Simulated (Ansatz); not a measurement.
C₄H₁₀Be, charge -1, doublet, geometry from GFN2-xTB (such geometries of metal compounds can be far from the true shape) (a state made from the parent by changing its charge; the spin is typed, not shown lowest) (a gas-phase anion, which may not be bound at this level). Base run: SVWN5/def2-SV(P) (Ansatz, a first-principles code).

Geometry (Å):
```xyz
15

Be     0.8850     0.4283    -0.3802
C      1.3966    -0.6077     1.0521
C      0.9515    -1.9351     0.4655
H      0.8285    -0.4431     1.9833
H      2.4484    -0.7196     1.3803
H      1.5130    -2.1511    -0.4500
H     -0.1002    -1.8844     0.1899
H      1.0732    -2.8103     1.1345
C     -0.9842     0.5567    -0.4628
C     -1.5817     1.8907    -0.9005
H     -1.3994     0.3318     0.5338
H     -1.4162    -0.2216    -1.1214
H     -1.2584     2.1406    -1.9157
H     -1.2349     2.6957    -0.2465
H     -2.6875     1.9210    -0.8936
```
Charge -1, spin multiplicity 2.
Orbitals are unrestricted.
All else is at Ansatz's defaults.

Each row names what was changed in the base input (with any setting that the change needs).

```
change                                   E (Eh)  <S^2>  core-seconds (rough)
-----------------------------------  ----------  -----  --------------------
base                                 -171.24655  0.751                     2
functional = pbe0                    -172.75921  0.751                     7
functional = cam_b3lyp               -172.86448  0.751                     6
functional = b3lyp                   -172.99658  0.751                     5
functional = pbe; dispersion = d3bj  -172.72369  0.751                     4
functional = blyp                    -172.85336  0.751                     5
functional = blyp; dispersion = d4   -172.87651  0.751                     3
functional = pbe; dispersion = d4    -172.72391  0.751                     3
functional = b3lyp5                  -172.85557  0.751                     7
functional = BHLYP                   -172.86568  0.751                     6
functional = wB97M-V                 -172.85419  0.751                    20
functional = pbe0; dispersion = d4   -172.76797  0.751                     5
functional = B97M-V                  -172.98824  0.753                    20
```

Total energies compare only within one method and basis.

A gas-phase anion may not be bound at this level; its values then depend on the basis.
